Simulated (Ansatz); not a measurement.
Consider the formal exchange of groups at a C–S bond: `CSC(O)=S` + `CB(N)O` → `CCB(N)O` + `OC(=S)S`.

Calculated with Ansatz (gas phase, PBE0-D4/def2-TZVP geometries, no zero-point term in ΔE). CBS: MP2 limit from def2 TZ/QZ plus the TZ coupled-cluster correction, frozen cores. This one scheme is used for every species. DFT in def2-TZVPP. B3LYP here is the variant with VWN-RPA as its local correlation; programs differ in this. Each species was taken in one conformer, which may not be the lowest.

`CSC(O)=S`:

Cartesian coordinates in Å:
```
C -1.151 -0.578 -0.824
S 0.218 0.568 -0.779
C 0.861 0.327 0.830
O 1.917 1.113 1.066
S 0.301 -0.701 1.950
H -1.876 -0.324 -0.052
H -1.596 -0.474 -1.814
H -0.792 -1.595 -0.672
H 2.118 1.663 0.295
```

`CB(N)O`:

Cartesian coordinates in Å:
```
C -0.524 0.977 -0.468
B 0.011 -0.342 0.215
N 1.344 -0.760 0.086
O -0.812 -1.148 0.973
H -0.920 1.672 0.280
H 0.240 1.511 -1.038
H -1.348 0.756 -1.154
H 1.687 -1.599 0.520
H 2.029 -0.253 -0.441
H -1.708 -0.814 1.026
```

`CCB(N)O`:

Cartesian coordinates in Å:
```
C 1.678 0.172 -0.681
C 0.345 -0.566 -0.588
B -0.748 0.184 0.268
N -1.571 -0.514 1.177
O -0.874 1.541 0.078
H 2.385 -0.346 -1.334
H 1.537 1.182 -1.070
H 2.148 0.268 0.302
H 0.502 -1.582 -0.210
H -0.065 -0.691 -1.599
H -2.307 -0.099 1.722
H -1.477 -1.503 1.323
H -1.555 1.954 0.611
```

`OC(=S)S`:

Z-matrix (Å, degrees):
```
C
S 1 1.627
S 1 1.734 2 122.2
O 1 1.332 2 124.6 3 -180.0
H 3 1.346 1 96.7 2 -180.0
H 4 0.970 1 106.4 2 0.0
```

```tsv
level	ΔE (eV)
B3LYP-D4	0.10
HF/def2-TZVPP	-0.02
CCSD/def2-TZVPP	0.02
SCS-MP2/def2-QZVPP	0.09
```

(1) What does CCSD(T)/CBS give? (Best estimate.)

Largest T1 diagnostic among the species: 0.017.

Answers

(1) The calculation gave: +0.09 eV. The listed levels differ from it by 0.01, -0.11, -0.07, 0.00 eV.

From PBE to PBE0 (25 % exact exchange), in def2-TZVPP and without D4, ΔE moves by −0.03 eV. In def2-TZVPP, CCSD(T) changes the Hartree–Fock value by +0.08 eV (the triples alone add +0.03 eV) and MP2 by +0.13 eV.
